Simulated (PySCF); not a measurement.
Ionisation energy of Sr²⁷⁺ by level of theory

Sr²⁷⁺ [Ne] 3s1 (2S) → Sr²⁸⁺ [Ne] (1S), as a difference of total energies. Computed with PySCF 2.14 in an even-tempered Gaussian basis (16 s from 3.4 bohr⁻², ratio 2.5; 10 p from 4.4 bohr⁻², ratio 2.5; 5 d from 17 bohr⁻², ratio 2.7; 4 f from 25 bohr⁻², ratio 2.7), with no relativity, point nucleus. Correlated levels: outer shells: 1s2 frozen; virtual orbitals above 40 to 60 times the deepest correlated orbital energy dropped. The calculations carry no spin-orbit coupling.

```json
{"method": "UHF", "ionisation energy (eV)": "1362.0", "difference from reference (eV)": "-25.2"}
{"method": "MP2 (outer shells)", "ionisation energy (eV)": "1362.6", "difference from reference (eV)": "-24.6"}
{"method": "SCS-MP2 (outer shells)", "ionisation energy (eV)": "1362.5", "difference from reference (eV)": "-24.7"}
{"method": "CCSD (outer shells)", "ionisation energy (eV)": "1362.6", "difference from reference (eV)": "-24.6"}
{"method": "CCSD(T) (outer shells)", "ionisation energy (eV)": "1362.6", "difference from reference (eV)": "-24.6"}
```

Reference: 1387.19 ± 0.05 eV (semi-empirical (NIST evaluation); NIST Atomic Spectra Database, ionization energies).

The gap to the reference is mostly relativistic.
